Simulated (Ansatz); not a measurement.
Relaxation of FH4Sn (6 atoms, charge 0, multiplicity 2), to a largest force component of 0.03 eV/Å in at most 50 steps.

The calculation used Ansatz, UKS LDA/def2-SVP.

```xyz
6
Properties=species:S:1:pos:R:3:forces:R:3
Sn 0.000 0.000 -0.290 0.00 0.00 0.14
H 0.000 0.000 2.646 0.00 0.00 -0.49
H 1.634 0.000 -0.824 0.06 0.00 0.01
H -0.816 1.415 -0.824 -0.03 0.05 0.01
H -0.816 -1.415 -0.824 -0.03 -0.05 0.01
F 0.000 0.000 3.578 0.00 0.00 0.32
```

Q: Where does it end, and by what steps?

A: The run converged. The force dipped under the threshold on the way, but the program's further checks kept it going. After 26 steps the energy has fallen by 0.191 eV; F6 moved furthest, 1.15 Å.

| step | energy less start (eV) | largest force component (eV/Å) | accepted |
| --- | --- | --- | --- |
| 0 | 0.0000 | 0.489 | yes |
| 1 | -0.0485 | 0.402 | yes |
| 2 | -0.0730 | 0.112 | yes |
| 3 | -0.0742 | 0.020 | yes |
| 4 | -0.0743 | 0.018 | yes |
| 5 | -0.0746 | 0.026 | yes |
| 6 | -0.0766 | 0.403 | yes |
| 7 | 0.0382 | 2.535 | no |
| 8 | -0.0899 | 0.310 | yes |
| 9 | -0.1040 | 0.495 | yes |
| 10 | -0.1318 | 0.293 | yes |
| 11 | -0.1564 | 0.087 | yes |
| 12 | -0.1580 | 0.132 | yes |
| 13 | -0.0804 | 2.183 | no |
| 14 | -0.1594 | 0.041 | yes |
| 15 | -0.1594 | 0.009 | yes |
| 16 | -0.1595 | 0.045 | yes |
| 17 | -0.1596 | 0.015 | yes |
| 18 | -0.1599 | 0.010 | yes |
| 19 | -0.1604 | 0.039 | yes |
| 20 | -0.1614 | 0.112 | yes |
| 21 | -0.1177 | 1.632 | no |
| 22 | -0.1667 | 0.211 | yes |
| 23 | -0.1702 | 0.529 | yes |
| 24 | -0.1809 | 0.170 | yes |
| 25 | -0.1880 | 0.110 | yes |
| 26 | -0.1907 | 0.027 | yes |

```xyz
6
Properties=species:S:1:pos:R:3
Sn -0.118 0.220 -0.033
H -0.224 0.179 2.513
H 1.594 0.204 -0.209
H -0.819 1.334 -1.160
H -0.759 -1.357 -0.292
F 0.327 -0.580 2.644
```

Whether the end is a true minimum wasn't checked by a vibrational analysis.

Time of the run: 17 s on 1 thread of Intel(R) Xeon(R) 6975P-C (Granite Rapids), with other jobs on the host, peak memory 0.13 GiB.
